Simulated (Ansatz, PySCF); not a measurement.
The pair A = HF (SMILES F) (first 2 atoms), B = H4OSi (SMILES O[SiH3]); geometry from B3LYP-D3(BJ)/def2-TZVP.
(charge 0, multiplicity 1):
```tsv
atom	x (Å)	y (Å)	z (Å)
F	1.0115	-1.0279	0.1895
H	0.8410	-0.8343	1.0964
O	0.5100	-0.4730	2.7155
Si	-0.6932	0.5501	3.2630
H	1.0628	-0.9301	3.3551
H	-1.6641	-0.1980	4.0922
H	-1.3297	1.0743	2.0433
H	-0.1070	1.6423	4.0714
```

Frozen-core correlation. CBS(a, b) extrapolates the correlation energy as X⁻³ and adds the Hartree–Fock energy of set b. MP2 and its Hartree–Fock in aug-cc-pV(T+d)Z are density fitted.

The values were computed with Ansatz (a quantum-chemistry and plane-wave program) with Gaussian orbitals; PySCF for the dispersion terms. Each number belongs to the level named beside it.

The monomers are drawn apart, rigid, along the line of their centres of mass. Counterpoise-corrected interaction energies (kcal/mol):

```json
[
 {"level": "PBE/def2-TZVPPD", "R = 4.035 Å": "-4.8660", "R = 4.711 Å": "-2.2826"},
 {"level": "PBE-D3(BJ)/def2-TZVPPD", "R = 4.035 Å": "-5.2458", "R = 4.711 Å": "-2.4810"},
 {"level": "wB97M-V/def2-TZVPPD", "R = 4.035 Å": "-5.0776", "R = 4.711 Å": "-2.4113"},
 {"level": "MP2/CBS(aug-cc-pV(D+d)Z, aug-cc-pV(T+d)Z) + ΔCCSD(T)/aug-cc-pV(D+d)Z", "R = 4.035 Å": "-5.0758", "R = 4.711 Å": "-2.4413"}
]
```

**Question.** R is the distance of the centres of mass. Find the local exponent m of E ∝ R⁻ᵐ between the two points.

**Answer.** 
m = ln(E₁/E₂)/ln(R₂/R₁): PBE/def2-TZVPPD 4.9; PBE-D3(BJ)/def2-TZVPPD 4.8; wB97M-V/def2-TZVPPD 4.8; MP2/CBS(aug-cc-pV(D+d)Z, aug-cc-pV(T+d)Z) + ΔCCSD(T)/aug-cc-pV(D+d)Z 4.7. For scale, two fixed dipoles give m = 3, dipole and quadrupole 4, quadrupoles 5, and dispersion or dipole-induced dipole 6 at long range; at these distances several terms mix, and what is left of overlap and damping shifts m, so it need not match one of them.
